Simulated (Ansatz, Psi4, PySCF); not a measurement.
methylsilane (CH6Si), singlet, geometry from GFN2-xTB. Base run: R2SCAN/cc-pVTZ (PySCF).

Geometry (Å):
```xyz
8

C     -0.0130     0.0039    -1.2502
Si     0.0067    -0.0020     0.6451
H     -0.0115    -1.0071    -1.6483
H     -0.8965     0.5064    -1.6344
H      0.8567     0.5162    -1.6525
H      0.0041     1.3768     1.1395
H     -1.1798    -0.7004     1.1452
H      1.2110    -0.6871     1.1205
```
All else is at PySCF's defaults.

The same geometry, method and basis name were run in Ansatz (an electronic-structure program) and Psi4 and PySCF, at each program's defaults and at the settings that a row names. The base is PySCF at its defaults. Differences at the defaults can come from grids, fitting, cores and function types together.

| code and settings | ΔE vs base (µEh) | basis functions | E (Eh) | SCF cycles | dipole (D) |
|---|---|---|---|---|---|
| PySCF, defaults (exact integrals, its default grid, spherical functions) | 0.0 | 148 | -331.17362 | 9 | 0.67 |
| Psi4, defaults (density fitting with its default set, its default grid, spherical functions) | -100 | 148 | -331.17372 | 8 | 0.67 |
| Ansatz, defaults (factorised integrals, its default grid, spherical functions) | -25.9 | 148 | -331.17364 | - | - |
| PySCF, density fitting with def2-universal-jkfit | -72.7 | 148 | -331.17369 | 9 | 0.67 |
| PySCF, fine grid | -31.7 | 148 | -331.17365 | 9 | 0.67 |
| Psi4, exact integrals, spherical functions, fine grid | -4.2 | 148 | -331.17362 | 10 | 0.67 |
| Ansatz, high accuracy | -24.5 | 148 | -331.17364 | - | - |
